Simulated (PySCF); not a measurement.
Input of a response calculation (the driver script's job line, then coordinates in Å):

```
{"job": {"kind": "uv", "xc": "PBE0", "basis": "def2-SVPD", "nstates": 6, "ntriplets": 2}, "charge": 0, "multiplicity": 1}
F     -4.049677    -0.591318    -0.046137
C     -2.725739    -0.768079     0.085870
C     -1.878451     0.219107    -0.175413
C     -0.429302     0.161453    -0.074712
C      0.308445     1.303684    -0.396051
C      1.687401     1.312167    -0.321324
C      2.336624     0.159127     0.081028
F      3.682508     0.154621     0.158280
C      1.639116    -0.991139     0.407507
C      0.260971    -0.984358     0.328313
H     -2.492268    -1.769358     0.413868
H     -2.294140     1.164829    -0.496559
H     -0.208744     2.198475    -0.709025
H      2.258842     2.192915    -0.568667
H      2.177549    -1.872593     0.717939
H     -0.280734    -1.880589     0.583672
```

Its output, with some lines taken out ([cut]) and without the SCF cycles:

```
converged SCF energy = -507.2172940672

Static polarisability (au): isotropic 96.761, principal 53.422 94.437 142.425

Singlet excitations
state   eV       nm        f      main configurations
[cut]
  2   5.1000    243.1   0.29215   H->L 0.43, H->L+1 0.39, H-1->L 0.17
[cut]
[cut]
  5   6.5253    190.0   0.06837   H-2->L 0.65, H->L+4 0.19, H-1->L+1 0.13
  6   6.5457    189.4   0.00081   H->L+3 0.96

Triplet excitations (Tamm-Dancoff, eV): 3.1083 4.1356
```

The calculation used PySCF 2.14.0, density-fitted response routines, TDDFT PBE0/def2-SVPD, vertical, gas phase, core orbitals frozen in the response. One conformer (not necessarily the lowest) at the GFN2-xTB geometry, without solvent, vibrations or thermal averaging.

What stood in the cut lines?

```
  1   4.7168    262.9   0.10346   H->L 0.53, H->L+1 0.36
  3   6.0728    204.2   0.20860   H-1->L 0.63, H->L+1 0.22
  4   6.4007    193.7   0.00118   H->L+2 0.98
```

What is the gap between the lowest singlet and the lowest triplet?

4.7168 − 3.1083 = 1.6085 eV (full response against Tamm–Dancoff).

What transition dipole goes with state 2?

|μ|² = 3f / (2ΔE) = 3 × 0.2922 / (2 × 0.1874) ≈ 2.338 au, so |μ| = 3.89 D.

How much of the mean polarisability do the listed states account for?

The sum over states Σ f/ΔE² (ΔE in hartree) gives 17.17 au, 18% of the total; the rest comes from higher roots of the same response equations.

Write the structure that the coordinates describe.

`F/C=C/C1=CC=C(F)C=C1` (C8H6F2), point group Cs.

H and L stand for HOMO and LUMO.

Shape of the structure used: `[F:1]/[CH:2]=[CH:3]/[c:4]1[cH:5][cH:6][c:7]([F:8])[cH:9][cH:10]1`: C2–C3–C4–C5 180°.
